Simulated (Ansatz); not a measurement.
`C[CH2][In]([OH])[Cl]` + H–F → `C[CH2][In]([F])[Cl]` + H₂O at 700 K and 1 bar (ligand exchange at the In–O bond).

Isolated molecules relaxed with PBE0-D4/def2-TZVP in Ansatz; ΔE leaves out vibrations. CCSD(T)/CBS is the MP2 limit (def2-TZVPP, def2-QZVPP) plus CCSD(T) − MP2 in def2-TZVPP, frozen cores. This one scheme is used for every species. Elements past krypton have def2 core potentials. For In outer-core shells are correlated without core-valence functions, which leaves a few kJ/mol of doubt a bond. Each species was taken in one conformer, which may not be the lowest.

```tsv
species	CCSD(T)/CBS energy (Eh)	H − E (kJ/mol)	S (J/(mol·K))
`C[CH2][In]([OH])[Cl]`	-804.55778	292.2	527.8
H–F	-100.39570	45.2	198.5
`C[CH2][In]([F])[Cl]`	-828.58684	256.1	510.5
H₂O	-76.37941	80.5	218.4
```

H − E and S are ideal-gas, rigid-rotor, harmonic terms from PBE0-D4/def2-TZVP, for one conformer and one mirror image of each species. 1 Eh = 2625.50 kJ/mol, R = 8.31446 J/(mol·K).

Problem. By hand: ΔE, ΔH, ΔS and ΔG.

Solution. ΔE = (-828.58684) + (-76.37941) − (-804.55778) − (-100.39570) = -0.01277 Eh = -33.5 kJ/mol. Δ(H − E) = 256.1 + 80.5 − 292.2 − 45.2 = -0.8, so ΔH = -34.3 kJ/mol. ΔS = 510.5 + 218.4 − 527.8 − 198.5 = 2.6 J/(mol·K). ΔG = -34.3 − 700 × (2.6)/1000 = -36.1 kJ/mol.

Problem. By hand: the equilibrium constant, and the temperature at which ΔG would vanish if ΔH and ΔS stayed fixed.

Solution. log₁₀ K = −ΔG/(RT ln 10) = 2.7. ΔH and −TΔS have one sign here, so there is no such temperature.

The number of gas molecules stays the same, so ΔS is small and ΔH decides. A doubt of 5 kJ/mol in ΔE shifts log₁₀ K by 0.4 here. Other conformers and mirror images would add mixing entropy, several J/(mol·K) or more a flexible species. Modes under 60 cm⁻¹, often nearly free rotors, make the harmonic entropy too high. These are equilibria of isolated gas molecules and say nothing of rates. Largest T1 diagnostic: 0.014 (customary marks: 0.02 for closed shells, 0.045 for open ones).

ΔS is within the doubt of such terms, so its sign, and with it that verdict, could turn.
